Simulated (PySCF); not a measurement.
A PySCF script (with the pyscf-properties extension) for the NMR shieldings of SMILES O=C1NCC[C@H]1O[SiH3], C4H9NO2Si, on a GFN2-xTB geometry:

```python
import basis_set_exchange as bse
import numpy as np
from pyscf import gto, dft
from pyscf.prop import nmr

atoms = """
O     0.774238   -0.764687   -1.745335
C    -0.032264   -0.183391   -1.058990
N    -1.357221   -0.096219   -1.252320
C    -2.070386    0.610035   -0.211024
C    -1.059962    0.639254    0.941834
C     0.295497    0.573426    0.227645
O     1.286781   -0.033106    0.966722
Si    2.485972   -1.011185    0.435390
H    -1.819121   -0.487278   -2.057349
H    -2.325533    1.625596   -0.539611
H    -2.992549    0.086530    0.050341
H    -1.155820   -0.251171    1.564235
H    -1.165386    1.519410    1.571333
H     0.630153    1.583122   -0.065536
H     3.313144   -0.380520   -0.586840
H     3.167883   -1.086141    1.725448
H     2.017576   -2.331646    0.024150
"""
names = dict.fromkeys(["O", "C", "N", "Si", "H"], "pcSseg-1")
basis = {el: gto.basis.parse(bse.get_basis(n, elements=[el], fmt="nwchem")) for el, n in names.items()}
mol = gto.M(atom=atoms, basis=basis, charge=0, verbose=0)
mf = dft.RKS(mol, xc="PBE0")
mf.grids.level = 2
mf.grids.alignment = dft.numint.BLKSIZE   # the property module wants whole blocks of grid points
mf.conv_tol = 1e-9
mf.kernel()

calc = nmr.RKS(mf)   # GIAO
C = mf.mo_coeff
Co = C[:, mf.mo_occ > 0]
resp = mf.gen_response(singlet=True, hermi=2)
def vind(x):   # induced exchange potential for any number of trial vectors
    d = np.einsum("pi,xij,qj->xpq", C, 2 * x.reshape(-1, C.shape[1], Co.shape[1]), Co, optimize=True)
    return np.einsum("xpq,pi,qj->xij", resp(d - d.transpose(0, 2, 1)), C, Co, optimize=True).ravel()
mo1, _ = nmr.rhf.solve_mo1(calc, with_cphf=vind)
sigma = calc.kernel(mo1)
for i, s in enumerate(sigma):   # ppm
    print("%2d %-2s %9.2f" % (i, mol.atom_pure_symbol(i), np.trace(s) / 3))
```

Task: Give the expected output.

Result: 
```
 0 O     -40.95
 1 C       9.57
 2 N     143.37
 3 C     146.25
 4 C     151.30
 5 C     114.76
 6 O     320.15
 7 Si    390.76
 8 H      27.30
 9 H      28.21
10 H      28.35
11 H      29.62
12 H      29.24
13 H      27.30
14 H      26.51
15 H      27.01
16 H      26.64
```

These numbers come from an equivalent density-fitted implementation of the same equations, which agrees with the script to about 0.01 ppm for H and up to a few tenths of a ppm for heavy atoms, so last digits may differ.

Task: Turn these shieldings into chemical shifts. Referencing at the same level of theory: 17O (σref 336.08) vs H2O; 13C (σref 186.93), 29Si (σref 349.16), 1H (σref 31.72) against TMS; 15N (σref 267.73) against NH3.

Result: Averaging equivalent atoms: O 0: 377.0; O 6: 15.9; C 1: 177.4; C 5: 72.2; C 3: 40.7; C 4: 35.6; N 2: 124.4; Si 7: -41.6; H 14/15/16: 5.00; H 13: 4.42; H 8: 4.41; H 9: 3.51; H 10: 3.37; H 12: 2.48; H 11: 2.10 ppm. Unscaled 17O shifts of doubly bonded oxygen tend to come out too high, by tens of ppm or more. Experimental scales use liquid or dissolved standards, which lie at an offset from isolated NH3 (liquid NH3: subtract about 20 ppm) and H2O (liquid H2O: subtract about 36 ppm).

Size and cost of the density-fitted run: 188 basis functions, 54 s wall time on 1 thread of an Arm Neoverse N1, shared host.
